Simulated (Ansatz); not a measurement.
W3S8, relaxed as a triplet with UKS PBE0-D4/def2-SVP in Ansatz, starting from the PBE0-D4/def2-SVP geometry of the neutral singlet. Force threshold 0.03 eV/Å.

In the def2 sets W takes a core potential; there is no spin–orbit coupling. The relaxation made no stability test and no search for a lower SCF solution. At PBE0-D4/def2-SVP a singlet of charge 0 lies 0.47 eV below the triplet, each at its own geometry. The structure comes from a short search, and lower isomers may exist.

Start:

```xyz
11

W     0.326    0.455   -2.100
W    -0.576    0.713    1.970
W     0.207   -1.511    0.141
S    -2.208    2.044    1.684
S    -1.234    1.775   -2.685
S     1.904   -2.679    0.590
S     0.974    0.743    0.168
S    -0.463   -1.731   -2.056
S     1.997    0.606   -3.402
S     0.397    1.069    3.824
S    -1.326   -1.484    1.866
```

| step | energy (eV) | largest force component (eV/Å) | SCF passes |
| --- | --- | --- | --- |
| 1 | -92115.8265 | 0.831 | 33 |
| 2 | -92115.9856 | 0.465 | 41 |
| 3 | -92116.0667 | 0.249 | 40 |
| 4 | -92116.0859 | 0.313 | 40 |
| 5 | -92116.0910 | 0.177 | 36 |
| 6 | -92116.0935 | 0.015 | 35 |

Force components are those of the run's own axes.

End:

```csv
atom,x (Å),y (Å),z (Å)
W1,0.2604,0.5446,-2.0069
W2,-0.5925,0.7882,1.8494
W3,0.4434,-1.5882,0.1987
S4,-2.2425,2.0642,1.4519
S5,-1.3671,1.8170,-2.4982
S6,1.7928,-3.1711,0.5961
S7,1.2005,0.7204,0.2201
S8,-0.4021,-1.7067,-1.9239
S9,1.8508,0.7758,-3.3920
S10,0.2726,1.2300,3.7357
S11,-1.2163,-1.4743,1.7692
```

By distances, no bond broke or formed. The bond that changes most is W3–S7, from 2.38 to 2.43 Å (atoms count from 1).

No frequencies were taken in this run, so the end may be a saddle point.

It took 2.6 min on 4 threads of Intel Xeon Platinum 8488C on a shared host, peak host memory 1.4 GiB.
